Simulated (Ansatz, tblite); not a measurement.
Cost and result up the ladder for Mg₄⁺ (the lowest doublet isomer of a short search) (4 atoms). The state is a doublet with charge 1. Geometry: PBE0/def2-TZVP.

Cartesian coordinates in Å:
```
Mg -0.0721 1.8274 0.7696
Mg -1.7570 -0.6775 0.6272
Mg 1.1077 -1.5985 0.3969
Mg 0.7214 0.4486 -1.7936
```

Ansatz on 4 threads of Arm Neoverse V1 on a shared host; xTB runs through tblite on one thread. Times are rough, summed over both states, and most runs start from the orbitals of an earlier one. RPA@PBE/def2-TZVP serves as the yardstick here, not as an exact answer. Differences are given only for rows in sets of like size (and for xTB, whose basis is part of the method), since another set adds its own error. The other state is a quartet at its own geometry, which has other bonds, so the gap mixes isomer and spin.

The xTB rows come from tblite. B3LYP takes the VWN-RPA correlation. HSE06 is defined as in plane-wave codes, on full-range PBE exchange. Correlated methods freeze 4 core orbitals; core or outer-core shells of Mg are correlated, in sets that lack core-valence functions. The structure comes from a short search, and lower isomers may exist.

Run but left out: MP2/def2-TZVP, MP2/def2-TZVPP (doublet: ⟨S²⟩ 1.01, where a pure state has 0.75).

Correlated methods converge slowly with the basis.

xTB has no spin-polarisation term.

```tsv
level	functions	wall time
GFN1-xTB	16	0.004 s
GFN2-xTB	36	0.011 s
HF/STO-3G	36	0.35 s
HF/def2-TZVP	128	2.5 s
PBE/def2-TZVP (with forces)	128	4 s
BLYP/def2-TZVP	128	4.9 s
HSE06/def2-TZVP	128	5.3 s
B3LYP/def2-TZVP	128	5.8 s
RPA@PBE/def2-TZVP	128	6.3 s
PBE-QIDH/def2-TZVP	128	7.6 s
r2SCAN/def2-TZVP	128	12 s
PBE0/def2-TZVP	128	12 s
CCSD(T)/def2-TZVPP	128	3.3 min
```

Problem. Estimate what each level gives for the quartet − doublet (eV).

Solution. 
```csv
level,quartet − doublet (eV),difference from RPA@PBE/def2-TZVP (eV),remarks
GFN1-xTB,3.89,2.45,–
GFN2-xTB,4.94,3.51,–
HF/STO-3G,2.91,–,spin-contaminated (⟨S²⟩ 0.85) (doublet)
HF/def2-TZVP,0.93,-0.50,"spin-contaminated (⟨S²⟩ 1.01) (doublet), spin-contaminated (⟨S²⟩ 3.98) (quartet)"
PBE/def2-TZVP (with forces),1.38,-0.05,–
BLYP/def2-TZVP,1.57,0.14,–
HSE06/def2-TZVP,1.35,-0.08,–
B3LYP/def2-TZVP,1.55,0.12,–
RPA@PBE/def2-TZVP,1.43,0.00,–
PBE-QIDH/def2-TZVP,1.38,-0.05,spin-contaminated (⟨S²⟩ 0.85) (doublet)
r2SCAN/def2-TZVP,1.10,-0.34,–
PBE0/def2-TZVP,1.35,-0.08,–
CCSD(T)/def2-TZVPP,1.47,0.04,"spin-contaminated (⟨S²⟩ 1.01) (doublet), spin-contaminated (⟨S²⟩ 3.98) (quartet)"
```
